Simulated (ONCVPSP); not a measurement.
# Building the ONCV potential for chlorine (Cl) (LDA (Perdew-Wang 92), scalar-relativistic).

Cl (Z = 17), optimised norm-conserving Vanderbilt (ONCV), made with ONCVPSP 4.0.1 (LDA (Perdew-Wang 92), scalar-relativistic). Core [Ne], reference 3s1.75 3p5.25. Waves: 3s: rc 1.15 bohr, ncon 5, nbas 10, qcut 5.5 1/bohr, 1 projector; 3p: rc 1.00 bohr, ncon 3, nbas 7, qcut 9.8 1/bohr, 1 projector. Local part: polynomial inside 0.85 bohr (lpopt 5, dvloc0 3 Ha). Core correction: Teter function, fcfact 5.5, rcfact 1.65.

All-electron outer shells of the reference configuration (LDA (PZ), scalar-relativistic, ld1.x):

```tsv
shell	level (eV)	outermost node (bohr)	outermost maximum (bohr)
2s	-252.06	0.12	0.36
2p	-191.96	–	0.30
3s	-20.86	0.56	1.27
3p	-8.84	0.53	1.43
```

Q: Does the generator finish with these settings?

A: Yes, a potential is produced and its reference levels are reproduced.

Q: Estimate the cutoffs (Ha) at which the residual kinetic energy of the hardest occupied pseudo-wave falls to 1 and 0.1 mHa per electron.

A: 40 Ha and 196 Ha.

Q: Does the potential have ghost states?

A: No bound ghost flagged; GHOST(+) flagged for s at 52.2 eV.

Q: Tests: 3s2 3p5; 3s2 3p4; 3s2 3p3; 3s1 3p5. Which has the largest error in its energy relative to the reference configuration, and how large is it?

A: 3s2 3p3, with +7.2 meV (all-electron minus pseudo) on +36.49 eV.
